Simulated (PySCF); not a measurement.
Isomers of C7H15N, one GFN2-xTB conformer each. Single-point energies are computed at PBE0/pcSseg-1 (PySCF, gas phase, no added dispersion term), electronic only.

```json
{"SMILES": "CCN(CC)C1CC1", "GFN2-xTB relative energy (kJ/mol)": "95.9"}
{"SMILES": "C[C@@H]1CCCCNC1", "GFN2-xTB relative energy (kJ/mol)": "21.6"}
{"SMILES": "[H]/N=C/C[C@H](C)C(C)C", "GFN2-xTB relative energy (kJ/mol)": "100.2"}
{"SMILES": "C=C[C@@H](C)[C@H](C)CN", "GFN2-xTB relative energy (kJ/mol)": "139.8"}
{"SMILES": "C=NCC(C)(C)CC", "GFN2-xTB relative energy (kJ/mol)": "91.8"}
{"SMILES": "C/N=C\\CC(C)(C)C", "GFN2-xTB relative energy (kJ/mol)": "70.8"}
{"SMILES": "C=NC[C@@H](C)CCC", "GFN2-xTB relative energy (kJ/mol)": "97.1"}
{"SMILES": "CNC1CCCCC1", "GFN2-xTB relative energy (kJ/mol)": "0.0"}
```

Conformers: `[CH3:1][CH2:2][N:3]([CH2:4][CH3:5])[CH:6]1[CH2:7][CH2:8]1` with C1–C2–N3–C4 158°, C2–N3–C4–C5 64°, C2–N3–C6–C7 162°; `[CH3:1][C@@H:2]1[CH2:3][CH2:4][CH2:5][CH2:6][NH:7][CH2:8]1` with C1–C2–C3–C4 -75°, C2–C3–C4–C5 -74°, C3–C4–C5–C6 85°, C4–C5–C6–N7 -33°; `[H]/[N:8]=[CH:7]/[CH2:6][C@@H:4]([CH:2]([CH3:1])[CH3:3])[CH3:5]` with C1–C2–C4–C5 66°, C2–C4–C6–C7 164°, C4–C6–C7–N8 126°; `[CH2:1]=[CH:2][C@@H:3]([CH3:4])[C@H:5]([CH3:6])[CH2:7][NH2:8]` with C1–C2–C3–C4 114°, C2–C3–C5–C6 -178°, C3–C5–C7–N8 -175°, C5–C7–N8–H -177° and 64°; `[CH2:1]=[N:2][CH2:3][C:4]([CH3:5])([CH3:6])[CH2:7][CH3:8]` with C1–N2–C3–C4 -127°, N2–C3–C4–C5 -177°, C3–C4–C7–C8 178°; `[CH3:1]/[N:2]=[CH:3]\[CH2:4][C:5]([CH3:6])([CH3:7])[CH3:8]` with N2–C3–C4–C5 106°; `[CH2:1]=[N:2][CH2:3][C@@H:4]([CH3:5])[CH2:6][CH2:7][CH3:8]` with C1–N2–C3–C4 -122°, N2–C3–C4–C5 175°, C3–C4–C6–C7 170°, C4–C6–C7–C8 -173°; `[CH3:1][NH:2][CH:3]1[CH2:4][CH2:5][CH2:6][CH2:7][CH2:8]1` with C1–N2–C3–C4 -166°, N2–C3–C4–C5 -177°, C3–C4–C5–C6 58°, C4–C5–C6–C7 -58°, C5–C6–C7–C8 58°.

Task: What does PBE0/pcSseg-1 give for the same structures?

Result: 
| SMILES | PBE0/pcSseg-1 E (Eh) | PBE0/pcSseg-1 (kJ/mol) | GFN2-xTB (kJ/mol) | point group |
| --- | --- | --- | --- | --- |
| CNC1CCCCC1 | -330.08762 | 0.0 | 0.0 | C1 |
| C[C@@H]1CCCCNC1 | -330.07793 | 25.4 | 21.6 | C1 |
| [H]/N=C/C[C@H](C)C(C)C | -330.06757 | 52.6 | 100.2 | C1 |
| C/N=C\CC(C)(C)C | -330.06120 | 69.4 | 70.8 | C1 |
| C=NCC(C)(C)CC | -330.05884 | 75.6 | 91.8 | C1 |
| C=NC[C@@H](C)CCC | -330.05794 | 77.9 | 97.1 | C1 |
| C=C[C@@H](C)[C@H](C)CN | -330.05432 | 87.4 | 139.8 | C1 |
| CCN(CC)C1CC1 | -330.04048 | 123.8 | 95.9 | C1 |

Both levels put the same isomer lowest; measured from each level's own lowest isomer, the values differ by up to 52.4 kJ/mol (C=C[C@@H](C)[C@H](C)CN: 139.8 against 87.4). As drawn, the lowest has an N–H bond, which the highest lacks; the highest has a three-membered ring, which the lowest lacks. Neighbours under 10 kJ/mol apart (C/N=C\CC(C)(C)C and C=NCC(C)(C)CC; C=NCC(C)(C)CC and C=NC[C@@H](C)CCC; C=NC[C@@H](C)CCC and C=C[C@@H](C)[C@H](C)CN) can change places with a better method, another conformer or zero-point energy.

Task: Which frontier levels, dipoles and rotational constants go with these structures?

Result: 
| SMILES | HOMO (eV, PBE0/pcSseg-1) | LUMO (eV) | dipole (D) | A, B, C (MHz) |
| --- | --- | --- | --- | --- |
| CNC1CCCCC1 | -6.29 | 1.48 | 0.92 | 3964, 1347, 1089 |
| C[C@@H]1CCCCNC1 | -6.03 | 1.27 | 1.15 | 2811, 1907, 1405 |
| [H]/N=C/C[C@H](C)C(C)C | -7.27 | 0.13 | 1.87 | 4008, 1013, 966.2 |
| C/N=C\CC(C)(C)C | -6.62 | 0.21 | 1.90 | 3452, 1199, 1126 |
| C=NCC(C)(C)CC | -7.13 | -0.15 | 1.28 | 2823, 1380, 1201 |
| C=NC[C@@H](C)CCC | -7.11 | -0.13 | 1.37 | 2945, 1045, 824.8 |
| C=C[C@@H](C)[C@H](C)CN | -6.59 | 0.49 | 1.11 | 2574, 1426, 998.4 |
| CCN(CC)C1CC1 | -5.99 | 1.55 | 0.61 | 2204, 1903, 1150 |
